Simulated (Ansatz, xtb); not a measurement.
# A geometry optimisation of C2H5AlF2O with r2SCAN-D4/def2-SVP

The starting geometry of this gas-phase singlet was built from a drawn formula by distance geometry and a force field; its bonds are those of `O[C@H](F)[C@@H](F)[AlH2]`.

```xyz
11

C     2.3025    1.0581   -1.3068
C     2.6339    0.1778   -2.4666
Al    1.0024   -0.3645   -3.5059
F     1.4804    0.3861   -0.4211
F     3.2770   -0.9453   -2.0581
O     3.4406    1.5010   -0.6731
H     3.1572    2.1455    0.0272
H     1.6993    1.9793   -1.6417
H     3.2930    0.7098   -3.1719
H     0.0755    0.7645   -4.1695
H     0.6918   -1.9290   -3.6855
```

Q: Where would you expect an optimisation with r2SCAN-D4/def2-SVP to take it?

A: It rearranges, giving a structure given below by its coordinates. Contacts that open: C1–F4 (1.38 → 2.65 Å), C2–Al3 (2.01 → 2.58 Å). Contacts that close: Al3–F4 (3.21 → 1.71 Å).

The energy falls by 1.92 eV over 25 steps:

| step | E − E(last) (eV) |
| --- | --- |
| 1 | 1.923 |
| 4 | 1.705 |
| 6 | 1.512 |
| 9 | 1.119 |
| 12 | 0.438 |
| 14 | 0.161 |
| 17 | 0.028 |
| 20 | 0.002 |
| 22 | 0.000 |
| 25 | 0.000 |

Final geometry (Å):

```xyz
11

C     2.7903    1.1958   -1.7690
C     3.2963    0.4100   -2.7516
Al    0.7746   -0.0444   -2.4845
F     0.3498    0.5603   -0.9396
F     3.9709   -0.6981   -2.4844
O     2.9235    0.9086   -0.4705
H     2.0484    1.0590   -0.0601
H     2.2883    2.1288   -2.0703
H     3.2834    0.7007   -3.8082
H     0.2728    0.8624   -3.6858
H     1.0553   -1.5997   -2.5490
```

From the same start GFN2-xTB ends elsewhere, differing in Al3–O6 (1.95 against 3.10 Å here).

No frequencies were run, so the end isn't proven a minimum. Run with Ansatz 0.2.0, 77 s on 2 threads of Intel(R) Xeon(R) Platinum 8259CL CPU @ 2.50GHz (Skylake/Cascade Lake) (shared host).
